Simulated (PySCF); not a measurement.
PySCF job for CCl3, SMILES Cl[C+](Cl)Cl, charge +1, TDA-PBE/def2-SVPD. Geometry: r2SCAN-D4/def2-SVP.

```python
import numpy as np
from pyscf import gto, scf, dft, tdscf

mol = gto.M(
    atom='''
    C     0.00000000    0.00000000    0.00000000
    Cl    1.65557794    0.00000000    0.00000000
    Cl   -0.82778897    1.43377255    0.00000000
    Cl   -0.82778897   -1.43377255    0.00000000
    ''',
    basis='def2-SVPD',
    charge=1,
    spin=0,
    symmetry=True,
    max_memory=1600,
    verbose=4,
)
mf = dft.RKS(mol, xc='pbe').density_fit(auxbasis='def2-universal-jkfit')
mf.grids.level = 3
mf.conv_tol = 1e-9
mf.max_cycle = 100
mf.kernel()
mf.grids = dft.Grids(mol).set(level=1).build(with_non0tab=True)  # coarser grid for the response kernel
td = tdscf.TDA(mf)
td.singlet = True
td.nstates = 10
td.conv_tol = 1e-4
td.positive_eig_threshold = 1e-6
td.kernel(x0=td.get_init_guess(mf, 15))
td.analyze()
tt = tdscf.TDA(mf)
tt.singlet = False
tt.nstates = 4
tt.conv_tol = 1e-4
tt.positive_eig_threshold = 1e-6
tt.kernel(x0=tt.get_init_guess(mf, 9))
tt.analyze(verbose=3)
```

It prints:

```
PySCF version 2.14.0

[INPUT] verbose = 4
[INPUT] num. atoms = 4
[INPUT] num. electrons = 56
[INPUT] charge = 1
[INPUT] spin (= nelec alpha-beta = 2S) = 0
[INPUT] symmetry True subgroup None
[INPUT] Mole.unit = angstrom
[INPUT] Symbol           X                Y                Z      unit          X                Y                Z       unit  Magmom
[INPUT]  1 C      0.000000000000   0.000000000000   0.000000000000 AA    0.000000000000   0.000000000000   0.000000000000 Bohr   0.0
[INPUT]  2 Cl     1.655577940000   0.000000000000   0.000000000000 AA    3.128588884472   0.000000000000   0.000000000000 Bohr   0.0
[INPUT]  3 Cl    -0.827788970000   1.433772550000   0.000000000000 AA   -1.564294442236   2.709437444419   0.000000000000 Bohr   0.0
[INPUT]  4 Cl    -0.827788970000  -1.433772550000   0.000000000000 AA   -1.564294442236  -2.709437444419   0.000000000000 Bohr   0.0

nuclear repulsion = 257.803985851765
point group symmetry = D3h, use subgroup C2v
symmetry origin: [0. 0. 0.]
symmetry axis x: [0. 1. 0.]
symmetry axis y: [0. 0. 1.]
symmetry axis z: [1. 0. 0.]
num. orbitals of irrep A1 = 42
num. orbitals of irrep A2 = 12
num. orbitals of irrep B1 = 29
num. orbitals of irrep B2 = 18
number of shells = 41
number of NR pGTOs = 165
number of NR cGTOs = 101
basis = def2-SVPD
ecp = {}


******** <class 'pyscf.df.df_jk.DFSymAdaptedRKS'> ********
method = DFSymAdaptedRKS
initial guess = minao
damping factor = 0
level_shift factor = 0
DIIS = <class 'pyscf.scf.diis.CDIIS'>
diis_start_cycle = 1
diis_space = 8
diis_damp = 0
SCF conv_tol = 1e-09
SCF conv_tol_grad = None
SCF max_cycles = 100
direct_scf = False
XC library pyscf.dft.libxc version 7.1.2
    S. Lehtola, C. Steigemann, M. J. T. Oliveira, and M. A. L. Marques,  SoftwareX 7, 1–5 (2018)
XC functionals = pbe
    J. P. Perdew, K. Burke, and M. Ernzerhof,  Phys. Rev. Lett. 77, 3865 (1996)
    J. P. Perdew, K. Burke, and M. Ernzerhof,  Phys. Rev. Lett. 78, 1396 (1997)
    J. P. Perdew, K. Burke, and M. Ernzerhof,  Phys. Rev. Lett. 77, 3865 (1996)
    J. P. Perdew, K. Burke, and M. Ernzerhof,  Phys. Rev. Lett. 78, 1396 (1997)
radial grids:
    Treutler-Ahlrichs [JCP 102, 346 (1995); DOI:10.1063/1.469408] (M4) radial grids

becke partition: Becke, JCP 88, 2547 (1988); DOI:10.1063/1.454033
pruning grids: <function nwchem_prune>
grids dens level: 3
symmetrized grids: True
atomic radii adjust function: <function treutler_atomic_radii_adjust>
small_rho_cutoff = 0
Freeze 0 electrons in irreps []
    56 free electrons in irreps A1 A2 B1 B2
Set gradient conv threshold to 3.16228e-05
Initial guess from minao.
tot grids = 70760
init E= -1418.21618143094
HOMO (B1) = -0.310758732585342  LUMO (B2) = -0.151292742197514  gap/eV = 4.33929
cycle= 1 E= -1417.2216638478  delta_E= 0.995  |g|= 0.523  |ddm|= 2.74
HOMO (B1) = -0.547294471119004  LUMO (B2) = -0.494162139498688  gap/eV = 1.44580
cycle= 2 E= -1416.76596315198  delta_E= 0.456  |g|=  1.5  |ddm|= 1.86
HOMO (B1) = -0.532360102265641  LUMO (B2) = -0.41828076193673  gap/eV = 3.10426
cycle= 3 E= -1417.29840779732  delta_E= -0.532  |g|= 0.0735  |ddm|= 1.31
HOMO (B1) = -0.516128190282063  LUMO (B2) = -0.401865150016461  gap/eV = 3.10926
cycle= 4 E= -1417.29971370125  delta_E= -0.00131  |g|= 0.0243  |ddm|= 0.14
HOMO (B1) = -0.518080768191805  LUMO (B2) = -0.40217385248813  gap/eV = 3.15399
cycle= 5 E= -1417.29984790745  delta_E= -0.000134  |g|= 0.00299  |ddm|= 0.0252
HOMO (B1) = -0.517928936227534  LUMO (B2) = -0.402067561875054  gap/eV = 3.15275
cycle= 6 E= -1417.29985039136  delta_E= -2.48e-06  |g|= 0.00034  |ddm|= 0.00453
HOMO (B1) = -0.517903964626716  LUMO (B2) = -0.402025782204775  gap/eV = 3.15321
cycle= 7 E= -1417.29985042317  delta_E= -3.18e-08  |g|= 2.37e-05  |ddm|= 0.000624
HOMO (B1) = -0.517903896114814  LUMO (B2) = -0.402024006398262  gap/eV = 3.15325
cycle= 8 E= -1417.29985042332  delta_E= -1.44e-10  |g|= 6.65e-06  |ddm|= 3.66e-05
HOMO (B1) = -0.51790357542744  LUMO (B2) = -0.402023638373636  gap/eV = 3.15325
Extra cycle  E= -1417.29985042324  delta_E= 7.59e-11  |g|= 1.6e-05  |ddm|= 3.35e-05
converged SCF energy = -1417.29985042324
tot grids = 24128
Overwritten attributes  positive_eig_threshold  of <class 'pyscf.tdscf.rks.TDA'>


******** <class 'pyscf.tdscf.rks.TDA'> for <class 'pyscf.df.df_jk.DFSymAdaptedRKS'> ********
nstates = 10 singlet
deg_eia_thresh = 1.000e-03
wfnsym = None
conv_tol = 0.0001
eigh lindep = 1e-12
eigh level_shift = 0
eigh max_cycle = 100


Excitation energies (eV)
[3.29235018 4.47056621 4.47059254 5.61869327 5.6187108  6.48131373
 7.42223708 7.42228335 7.74687956 7.74690711]

** Singlet excitation energies and oscillator strengths **
Excited State   1:   A2      3.29235 eV    376.58 nm  f=0.0000
      28 -> 29        0.70695
Excited State   2:   A2      4.47057 eV    277.33 nm  f=0.0000
      25 -> 29       -0.70685
Excited State   3:   B2      4.47059 eV    277.33 nm  f=0.0000
      24 -> 29       -0.70685
Excited State   4:   A1      5.61869 eV    220.66 nm  f=0.1861
      24 -> 30       -0.12667
      27 -> 29       -0.66696
Excited State   5:   B1      5.61871 eV    220.66 nm  f=0.1861
      25 -> 30       -0.12667
      26 -> 29       -0.66696
Excited State   6:   B1      6.48131 eV    191.29 nm  f=0.0000
      28 -> 30        0.70394
Excited State   7:   B2      7.42224 eV    167.04 nm  f=0.0000
      27 -> 30       -0.70294
Excited State   8:   A2      7.42228 eV    167.04 nm  f=0.0000
      26 -> 30       -0.70294
Excited State   9:   A1      7.74688 eV    160.04 nm  f=0.0111
      24 -> 30       -0.62645
      28 -> 31       -0.31489
Excited State  10:   B1      7.74691 eV    160.04 nm  f=0.0111
      25 -> 30       -0.62646
      28 -> 32        0.31487

** Transition electric dipole moments (AU) **
state          X           Y           Z        Dip. S.      Osc.
  1         0.0000      0.0000      0.0000      0.0000      0.0000
  2         0.0000      0.0000     -0.0000      0.0000      0.0000
  3        -0.0000     -0.0000      0.0000      0.0000      0.0000
  4         1.1628     -0.0000      0.0000      1.3521      0.1861
  5         0.0000      1.1628      0.0000      1.3521      0.1861
  6         0.0000      0.0000      0.0000      0.0000      0.0000
  7        -0.0000     -0.0000     -0.0000      0.0000      0.0000
  8        -0.0000      0.0000     -0.0000      0.0000      0.0000
  9        -0.2414     -0.0000     -0.0000      0.0583      0.0111
 10         0.0000     -0.2415      0.0000      0.0583      0.0111

** Transition velocity dipole moments (imaginary part, AU) **
state          X           Y           Z        Dip. S.      Osc.
  1         0.0000      0.0000      0.0000      0.0000      0.0000
  2         0.0000     -0.0000     -0.0000      0.0000      0.0000
  3         0.0000      0.0000      0.0000      0.0000      0.0000
  4        -0.0522     -0.0000     -0.0000      0.0027      0.0088
  5         0.0000     -0.0521      0.0000      0.0027      0.0088
  6         0.0000      0.0000      0.0000      0.0000      0.0000
  7         0.0000      0.0000     -0.0000      0.0000      0.0000
  8         0.0000     -0.0000     -0.0000      0.0000      0.0000
  9        -0.0350     -0.0000     -0.0000      0.0012      0.0029
 10         0.0000     -0.0351      0.0000      0.0012      0.0029

** Transition magnetic dipole moments (imaginary part, AU) **
state          X           Y           Z
  1         0.0000     -0.0000      0.0000
  2        -1.0022      0.0000     -0.0000
  3         0.0000      1.0022     -0.0000
  4         0.0000     -0.0000      0.0000
  5        -0.0000     -0.0000      0.0000
  6        -0.0000      0.0000      1.1246
  7         0.0000      0.1383     -0.0000
  8        -0.1383      0.0000     -0.0000
  9        -0.0000      0.0000     -0.0000
 10         0.0000      0.0000      0.0001


******** <class 'pyscf.tdscf.rks.TDA'> for <class 'pyscf.df.df_jk.DFSymAdaptedRKS'> ********
nstates = 4 triplet
deg_eia_thresh = 1.000e-03
wfnsym = None
conv_tol = 0.0001
eigh lindep = 1e-12
eigh level_shift = 0
eigh max_cycle = 100


Excitation energies (eV)
[3.01695538 3.81096509 3.81102092 4.20393236]

** Triplet excitation energies and oscillator strengths **
Excited State   1:   A2      3.01696 eV    410.96 nm  f=0.0000
Excited State   2:   A1      3.81097 eV    325.34 nm  f=0.0000
Excited State   3:   B1      3.81102 eV    325.33 nm  f=0.0000
Excited State   4:   A2      4.20393 eV    294.92 nm  f=0.0000
```

The run converged.
